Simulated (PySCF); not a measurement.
arsenic trifluoride anion (AsF3), SMILES F[As](F)F (connectivity only; charge and spin as stated), charge -1, multiplicity 2.

Coordinates come from a TPSSh-D3(BJ)/def2-SVPD optimisation. The spin state was assumed, not searched.

Two levels are set side by side: PBE/def2-TZVPD (PySCF) and ωB97X/def2-TZVPD (PySCF). Same geometry, gas phase. Differences are taken from unrounded values.

```tsv
quantity	PBE
α-spin orbital gap (eV)	2.88
β-spin orbital gap (eV)	3.46
mean polarisability (bohr³)	50.1
```

**Question.** These are the PBE values. What does ωB97X give? (An estimate is asked for; the answer gives what the named calculation found.)

**Answer.** 
```json
[
 {"quantity": "α-spin orbital gap (eV)", "ωB97X": "9.26", "PBE minus ωB97X": "-6.38"},
 {"quantity": "β-spin orbital gap (eV)", "ωB97X": "9.71", "PBE minus ωB97X": "-6.25"},
 {"quantity": "mean polarisability (bohr³)", "ωB97X": "45.2", "PBE minus ωB97X": "4.9"}
]
```

PBE's more diffuse valence density responds more strongly to a field. Differences between two approximate levels are no errors against the true value.

Rough cost on one machine, each run with all the roots and properties that it gave: ωB97X against PBE within a factor of 2.
